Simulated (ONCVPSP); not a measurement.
# phosphorus ONCV: all-electron and pseudo phase curves

ONCVPSP 4.0.1 input, shortened (lines: element, Z, core and valence counts, functional; n l f; lmax; l rc ep ncon nbas qcut; lloc lpopt rc5 dvloc0; l nproj debl; icmod fcfact rcfact), PW91, scalar-relativistic:

```
  P 15.00    1    4  -109134      upf
    1    0    2.00
    2    0    2.00
    2    1    6.00
    3    0    1.50
    3    1    3.50
    2
    0    1.05    0.00    4    7    9.20
    1    0.70    0.00    4    8   18.30
    2    0.70    0.10    4    9   12.00
    2    5    0.70    0.00
    0    2    1.10
    1    2    1.60
    2    0    3.30
    2    0.75    1.05
```

The phase is arctan(r·R′/R) of the radial function R(r), unwrapped; energies in Ha, scanned from -8 to 5 Ha. A pole is an energy at which the radial function vanishes at the test radius. The pseudo phase is shifted by a multiple of π to meet the all-electron one at the reference energy, and phase errors are pseudo minus all-electron; the curves can meet again beyond the range given. Levels narrower than the energy grid can be missing from the lists of poles.

| channel | radius (bohr) | reference energy (Ha) | poles, all-electron | poles, pseudo | unbroken range about the reference energy with phases within 0.05 rad | phase error 1 Ha above the reference energy (rad) |
| --- | --- | --- | --- | --- | --- | --- |
| s | 1.07 | -0.53 | -5.97 | -5.97 | the whole range | +0.000 |
| p | 0.71 | -0.21 | -1.71 | -1.71 | the whole range | +0.000 |
| d | 0.71 | 0.10 | none | none | the whole range | +0.000 |

Phases in the p channel:

| E (Ha) | all-electron | pseudo |
| --- | --- | --- |
| -7.96 | 0.224 | 0.225 |
| -7.24 | -0.117 | -0.117 |
| -6.52 | -0.495 | -0.494 |
| -5.80 | -0.822 | -0.822 |
| -5.08 | -1.064 | -1.064 |
| -4.36 | -1.236 | -1.236 |
| -3.64 | -1.359 | -1.359 |
| -2.92 | -1.453 | -1.453 |
| -2.20 | -1.527 | -1.527 |
| -1.48 | -1.589 | -1.589 |
| -0.76 | -1.644 | -1.644 |
| -0.04 | -1.694 | -1.694 |
| 0.68 | -1.741 | -1.741 |
| 1.40 | -1.788 | -1.788 |
| 2.12 | -1.837 | -1.837 |
| 2.84 | -1.889 | -1.889 |
| 3.56 | -1.946 | -1.946 |
| 4.28 | -2.012 | -2.011 |
| 5.00 | -2.090 | -2.088 |
